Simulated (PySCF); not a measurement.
Run record: geometry optimisation, `ClC(/C=N/c1ccccc1)=C`.

Computed with PBE0-D3(BJ)/def2-SVP geometry optimisation, gas phase (PySCF 2.14.0). Start geometry: GFN2-xTB. The input is one job of a driver script: a line of settings, then coordinates in Å.

Command:
```bash
OMP_NUM_THREADS=1 python probes_run.py task.json out
```

Input:
```
{"job": {"xc": "PBE0", "basis": "def2-SVP", "d3": "d3bj", "grid": 1, "shake": 0.01, "kind": "geom"}, "charge": 0, "multiplicity": 1}
C      4.076820    -0.526700    -0.881560
C      3.099680     0.136720    -0.211080
Cl     3.489070     1.324350     0.968670
C      1.720290    -0.093890    -0.402270
N      0.814090     0.534150     0.251220
C     -0.540340     0.311860     0.169970
C     -1.065470    -0.983280     0.123320
C     -2.429290    -1.154310     0.109430
C     -3.294000    -0.058830     0.154140
C     -2.765930     1.214350     0.196280
C     -1.405930     1.403310     0.230540
H      3.806200    -1.241370    -1.616260
H      5.072260    -0.297440    -0.729840
H      1.427300    -0.841340    -1.158430
H     -0.414260    -1.843920     0.131610
H     -2.854060    -2.145620     0.096840
H     -4.360230    -0.196830     0.118390
H     -3.433090     2.076780     0.216830
H     -0.973830     2.389060     0.268110
```

Question: What does the run print?

Answer: 
```
step   0  E = -861.63575292  max force = 0.056081
step   1  E = -861.64413702  max force = 0.015672
step   2  E = -861.64441810  max force = 0.006215
step   3  E = -861.64478690  max force = 0.005351
step   4  E = -861.64483352  max force = 0.002623
step   5  E = -861.64498296  max force = 0.000759
step   6  E = -861.64500572  max force = 0.000758
step   7  E = -861.64501889  max force = 0.000560
step   8  E = -861.64501602  max force = 0.000713
step   9  E = -861.64502495  max force = 0.000139
optimisation converged
```

Energies in Eh; «max force» is the largest Cartesian gradient component in Eh/bohr.

Question: How much energy does the optimisation release, in kcal/mol?

Answer: E(step 0) − E(last step) = 0.009272 Eh, which is 5.8 kcal/mol.

Summary of the converged run: final energy -861.64502 Eh after 9 steps; dipole 2.51 D.

Question: Where do the atoms end?

Answer: 0.105 Å rms from the input after alignment:
```
atom  x, y, z in Å
C1     4.0054   -0.4688   -1.0009
C2     3.1293    0.2140   -0.2504
Cl3    3.6534    1.4072    0.8803
C4     1.6861   -0.0156   -0.3433
N5     0.8375    0.6311    0.3459
C6    -0.5217    0.3331    0.2619
C7    -1.0144   -0.9787    0.1649
C8    -2.3857   -1.2089    0.1000
C9    -3.2823   -0.1413    0.1238
C10   -2.7985    1.1634    0.2339
C11   -1.4313    1.3999    0.3211
H12    3.6422   -1.2182   -1.7082
H13    5.0798   -0.2974   -0.9260
H14    1.3955   -0.7922   -1.0773
H15   -0.3170   -1.8198    0.1773
H16   -2.7579   -2.2345    0.0381
H17   -4.3576   -0.3264    0.0722
H18   -3.4955    2.0043    0.2652
H19   -1.0339    2.4112    0.4255
```

Hardware: Arm Neoverse V1, one thread, shared host with 64 logical CPUs at a one-minute load of 12. Cost: 3.6 min of wall time, 0.88 GiB resident at most.
Labels such as C1 count atoms from 1, the log's own numbers from 0.
